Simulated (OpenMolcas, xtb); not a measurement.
**InSiH5 (SMILES [SiH3][InH2]): methods side by side**

InSiH5: 7 atoms, total charge 0, spin state singlet. As SMILES, `[SiH3][InH2]`. The coordinates come from a PBE0-D4/def2-TZVP relaxation.

Quantity: the HOMO–LUMO gap, in eV. The values are calculated.

| level | kind | program | value (eV) | CPU time |
| --- | --- | --- | --- | --- |
| GFN2-xTB | semi-empirical | xtb | 3.79 | under 2 s |
| HF/def2-TZVP (core potential) | Hartree–Fock | OpenMolcas | 10.01 | 23 s |
| SVWN5/def2-TZVP (core potential) | LDA | OpenMolcas | 3.35 | 41 s |
| PBE/def2-TZVP (core potential) | GGA | OpenMolcas | 3.48 | 49 s |
| M06-L/def2-TZVP (core potential) | meta-GGA | OpenMolcas | 4.01 | 63 s |
| r2SCAN/def2-TZVP (core potential) | meta-GGA | OpenMolcas | 3.96 | 63 s |
| B3LYP/def2-TZVP (core potential) | global hybrid | OpenMolcas | 4.77 | 46 s |
| B2PLYP/def2-TZVP (core potential) | double hybrid | OpenMolcas | 6.97 | 34 s |

The values span 3.35 to 10.01 eV. Orbital gaps aren't excitation energies, and those of double hybrids come from the SCF part alone; they tend to grow with the share of exact exchange. Times are those of the runs behind each value, whatever else they computed, on shared processors of several kinds: orders of magnitude only.
